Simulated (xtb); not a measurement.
C$_{2}$H$_{6}$NO, charge +1, singlet, from a rough starting geometry; GFN2-xTB (xtb).

Here is a job for xtb.
```
$ xtb mol.xyz --gfn 2 --chrg 1 --opt vtight --json

# file mol.xyz
10

O      0.55009459     1.46801927    -0.02795970
C      0.22280171     0.31023606    -0.04604584
N      1.12287937    -0.70349185    -0.04160876
C     -1.27864888    -0.12880291     0.03437939
H      0.85874897    -1.63880270     0.17479192
H     -1.93468972     0.76208217    -0.16484922
H     -1.42362581    -0.86728140    -0.77939760
H     -1.53367049    -0.60335963     0.90409658
H      2.05131648    -0.47735093     0.14414651
H      1.48573084     1.80744870    -0.13312873
```

It wrote (shortened):

```
   ID    Z sym.   atoms
    1    8 O      1
    2    6 C      2, 4
    3    7 N      3
    4    1 H      5-10

           -------------------------------------------------
          |                Calculation Setup                |
           -------------------------------------------------

           -------------------------------------------------
          |                 G F N 2 - x T B                 |
           -------------------------------------------------

          ...................................................
          :                      SETUP                      :
          :.................................................:
          :  # basis functions                  22          :
          :  # atomic orbitals                  22          :
          :  # shells                           14          :
          :  # electrons                        24          :
          :  max. iterations                   250          :
          :  Hamiltonian                  GFN2-xTB          :
          :  restarted?                      false          :
          :  GBSA solvation                  false          :
          :  PC potential                    false          :
          :  electronic temp.          300.0000000     K    :
          :  accuracy                    1.0000000          :
          :  -> integral cutoff          0.2500000E+02      :
          :  -> integral neglect         0.1000000E-07      :
          :  -> SCF convergence          0.1000000E-05 Eh   :
          :  -> wf. convergence          0.1000000E-03 e    :
          :  Broyden damping             0.4000000          :
          :  net charge                          1          :
          :  unpaired electrons                  0          :
          ...................................................

 iter      E             dE          RMSdq      gap      omega  full diag
   1    -14.0156196 -0.140156E+02  0.420E+00    4.96       0.0  T
   2    -14.0579498 -0.423301E-01  0.257E+00    5.58       1.0  T
   3    -14.0603268 -0.237704E-02  0.133E+00    5.32       1.0  T
   4    -14.0607176 -0.390806E-03  0.235E-01    5.28       1.0  T
   5    -14.0608276 -0.109952E-03  0.104E-01    5.25       1.0  T
   6    -14.0608527 -0.251326E-04  0.324E-02    5.29       1.0  T
   7    -14.0608535 -0.761890E-06  0.111E-02    5.29       2.9  T
   8    -14.0608541 -0.602697E-06  0.269E-03    5.29      11.7  T
   9    -14.0608541 -0.152587E-07  0.494E-04    5.29      64.0  T
  10    -14.0608541 -0.725938E-09  0.176E-04    5.29     180.1  T

   *** convergence criteria satisfied after 10 iterations ***

         :::::::::::::::::::::::::::::::::::::::::::::::::::::
         ::                     SUMMARY                     ::
         :::::::::::::::::::::::::::::::::::::::::::::::::::::
         :: total energy             -13.874981048522 Eh    ::
         :: gradient norm              0.197745939795 Eh/a0 ::
         :: HOMO-LUMO gap              5.288808406530 eV    ::
         ::.................................................::
         :: SCC energy               -14.060852136346 Eh    ::
         :: -> isotropic ES            0.118878882178 Eh    ::
         :: -> anisotropic ES         -0.008415670294 Eh    ::
         :: -> anisotropic XC          0.005631743581 Eh    ::
         :: -> dispersion             -0.003166550483 Eh    ::
         :: repulsion energy           0.185871087824 Eh    ::
         :: add. restraining           0.000000000000 Eh    ::
         :: total charge               1.000000000000 e     ::
         :::::::::::::::::::::::::::::::::::::::::::::::::::::

      -----------------------------------------------------------
     |                   =====================                   |
     |                        A N C O P T                        |
     |                   =====================                   |
     |               Approximate Normal Coordinate               |
[...]
 * total energy  :   -13.8970252 Eh     change       -0.2041780E-06 Eh
 * total energy  :   -13.8970254 Eh     change       -0.1937788E-06 Eh
 * total energy  :   -13.8970256 Eh     change       -0.1853187E-06 Eh
 * total energy  :   -13.8970258 Eh     change       -0.1801177E-06 Eh
 * total energy  :   -13.8970260 Eh     change       -0.1762401E-06 Eh
 * total energy  :   -13.8970262 Eh     change       -0.1728790E-06 Eh
 * total energy  :   -13.8970263 Eh     change       -0.1681737E-06 Eh
 * total energy  :   -13.8970265 Eh     change       -0.1629403E-06 Eh
 * total energy  :   -13.8970266 Eh     change       -0.1571170E-06 Eh
 * total energy  :   -13.8970268 Eh     change       -0.1520538E-06 Eh
 * total energy  :   -13.8970269 Eh     change       -0.1474599E-06 Eh
 * total energy  :   -13.8970270 Eh     change       -0.6928975E-07 Eh
   *** GEOMETRY OPTIMIZATION CONVERGED AFTER 68 ITERATIONS ***
         :: total energy             -13.897027010506 Eh    ::
[...]
         8        2.0000           -0.7392235             -20.1153
         9        2.0000           -0.6996347             -19.0380
        10        2.0000           -0.6904812             -18.7890
        11        2.0000           -0.6707819             -18.2529
        12        2.0000           -0.6671549             -18.1542 (HOMO)
        13                         -0.4669347             -12.7059 (LUMO)
        14                         -0.2128780              -5.7927
        15                         -0.1377429              -3.7482
        16                         -0.0917466              -2.4966
        17                         -0.0121399              -0.3303
        18                          0.0094704               0.2577
        19                          0.0197671               0.5379
        20                          0.0281221               0.7652
        21                          0.1761834               4.7942
        22                          0.3126133               8.5066
      -------------------------------------------------------------
                  HL-Gap            0.2002202 Eh            5.4483 eV
             Fermi-level           -0.5670448 Eh          -15.4301 eV

     #   Z          covCN         q      C6AA      α(0)
     1   8 O        1.662    -0.246    18.087     5.741
     2   6 C        2.744     0.292    22.039     7.687
     3   7 N        2.637    -0.185    25.015     7.428
     4   6 C        3.758    -0.167    23.790     6.954
     5   1 H        0.860     0.260     0.847     1.441
     6   1 H        0.925     0.148     1.404     1.853
     7   1 H        0.925     0.125     1.575     1.962
     8   1 H        0.924     0.157     1.348     1.816
     9   1 H        0.860     0.246     0.900     1.486
    10   1 H        0.804     0.370     0.545     1.159

 Mol. C6AA /au·bohr⁶  :        623.546572
 Mol. C8AA /au·bohr⁸  :      13313.471238
 Mol. α(0) /au        :         37.527180

Wiberg/Mayer (AO) data.
largest (>0.10) Wiberg bond orders for each atom

 ---------------------------------------------------------------------------
     #   Z sym  total        # sym  WBO       # sym  WBO       # sym  WBO
 ---------------------------------------------------------------------------
     1   8 O    2.368 --     2 C    1.323    10 H    0.832     3 N    0.147
     2   6 C    3.907 --     3 N    1.483     1 O    1.323     4 C    1.054
     3   7 N    3.527 --     2 C    1.483     9 H    0.913     5 H    0.913
                             1 O    0.147
     4   6 C    3.954 --     2 C    1.054     7 H    0.960     6 H    0.947
                             8 H    0.905
     5   1 H    0.933 --     3 N    0.913
     6   1 H    0.978 --     4 C    0.947
     7   1 H    0.984 --     4 C    0.960
     8   1 H    0.975 --     4 C    0.905
     9   1 H    0.940 --     3 N    0.913
    10   1 H    0.863 --     1 O    0.832
 ---------------------------------------------------------------------------

Topologies differ in total number of bonds
Writing topology from bond orders to xtbtopo.mol

molecular dipole:
                 x           y           z       tot (Debye)
 q only:        0.967      -0.219       0.060
   full:        1.333      -0.300       0.079       3.478
molecular quadrupole (traceless):
                xx          xy          yy          xz          yz          zz
 q only:        6.288       1.628       0.280      -0.036       0.310      -6.569
  q+dip:        7.284       2.217      -0.206      -0.037       0.330      -7.078
   full:        7.045       2.339      -0.453      -0.041       0.303      -6.592

optimized geometry written to: xtbopt.xyz

           -------------------------------------------------
          | TOTAL ENERGY              -13.897027010506 Eh   |
          | GRADIENT NORM               0.000035677804 Eh/α |
          | HOMO-LUMO GAP               5.448269838234 eV   |
           -------------------------------------------------
```
